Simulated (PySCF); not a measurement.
S-ethyl ethanethioate (C₄H₈OS), SMILES CCSC(C)=O. Atoms are numbered in the order given.

```xyz
14

C      2.7760    -0.0452    -0.7155
C      1.2725    -0.2078    -0.8960
S      0.3935     0.2377     0.6493
C     -1.2969    -0.0517     0.1107
C     -2.3222     0.2331     1.1879
O     -1.5674    -0.4333    -1.0008
H      3.0437     0.9939    -0.4677
H      3.1600    -0.6955     0.0860
H      3.2958    -0.3151    -1.6483
H      0.8826     0.4357    -1.6975
H      0.9983    -1.2423    -1.1478
H     -2.2571     1.2852     1.5064
H     -3.3246     0.0250     0.7912
H     -2.1312    -0.3945     2.0723
```
Charge 0, spin multiplicity 1.

The structure is a stationary point at B3LYP-D3(BJ)/def2-SVP. A frequency run showed that this geometry is not a minimum. The values are those of a single conformer.

Two levels are set side by side: PBE/pcSseg-1 (PySCF) and KT2/pcSseg-1 (PySCF). GIAO shifts against H2O (¹⁷O), H2S (³³S), TMS (¹H), TMS (¹³C) at the same level; non-relativistic, no solvent, atoms listed together averaged. Differences are taken from unrounded values.

```csv
quantity,KT2
δ(¹³C) of C1 (ppm),15.1
δ(¹³C) of C2 (ppm),35.5
δ(³³S) of S3 (ppm),403.4
δ(¹³C) of C4 (ppm),188.5
δ(¹³C) of C5 (ppm),33.2
δ(¹⁷O) of O6 (ppm),575.0
"δ(¹H) of H10, H11 (ppm)",3.07
```

**Question.** What does PBE give, and how far is it from KT2? (The exact figures need the calculation; the answer reports its results.)

**Answer.** 
| quantity | PBE | PBE minus KT2 |
|---|---|---|
| δ(¹³C) of C1 (ppm) | 14.8 | -0.3 |
| δ(¹³C) of C2 (ppm) | 36.7 | 1.1 |
| δ(³³S) of S3 (ppm) | 434.3 | 30.8 |
| δ(¹³C) of C4 (ppm) | 198.6 | 10.0 |
| δ(¹³C) of C5 (ppm) | 33.9 | 0.7 |
| δ(¹⁷O) of O6 (ppm) | 610.3 | 35.3 |
| δ(¹H) of H10, H11 (ppm) | 3.05 | -0.02 |

Rough cost on one machine, each run with all the roots and properties that it gave: KT2 against PBE within a factor of 2.
